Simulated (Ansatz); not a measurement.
Geometry optimisation, RKS PBE/def2-SVP (Ansatz 0.2.0).

Input file:

```yaml
crystal:
  periodic: [false, false, false]
  atoms:
    - { symbol: Ge, position_ang: [0.0, 0.0, 0.0] }
    - { symbol: O, position_ang: [0.0, 0.0, 1.77] }
    - { symbol: H, position_ang: [-0.9095, -0.2814, 2.1071] }
    - { symbol: F, position_ang: [1.5842, 0.0, -0.5594] }
    - { symbol: F, position_ang: [-0.7913, 1.3709, -0.5594] }
    - { symbol: F, position_ang: [-0.7913, -1.3709, -0.5594] }
basis:
  gaussian: { orbitals: def2-SVP }
hamiltonian:
  xc: pbe
relax:
  f_tol: 0.02
  max_steps: 40
```

Run as:

```bash
$ ansatz run input.yaml --threads 1 --pin off --max-ram 2048MiB --backend cpu --events-out ev --progress --plain --runs-dir out
```

Problem. Where does it end, and by what steps?

Solution. The run converged. After 4 steps the energy has fallen by 0.166 eV; F6 moved furthest, 0.08 Å.

```json
{"step": "0", "energy less start (eV)": "0.0000", "largest force component (eV/Å)": "2.336", "accepted": "yes"}
{"step": "1", "energy less start (eV)": "-0.1323", "largest force component (eV/Å)": "1.136", "accepted": "yes"}
{"step": "2", "energy less start (eV)": "-0.1652", "largest force component (eV/Å)": "0.126", "accepted": "yes"}
{"step": "3", "energy less start (eV)": "-0.1658", "largest force component (eV/Å)": "0.044", "accepted": "yes"}
{"step": "4", "energy less start (eV)": "-0.1662", "largest force component (eV/Å)": "0.019", "accepted": "yes"}
```

```xyz
6
Properties=species:S:1:pos:R:3
Ge -0.017 -0.006 0.033
O 0.009 -0.026 1.787
H -0.869 -0.259 2.148
F 1.613 0.013 -0.524
F -0.816 1.384 -0.620
F -0.827 -1.388 -0.626
```

Whether the end is a true minimum wasn't checked by a vibrational analysis.

Run time: 16 s on 1 thread of Arm Neoverse V1, on a shared host, peak memory 0.12 GiB.
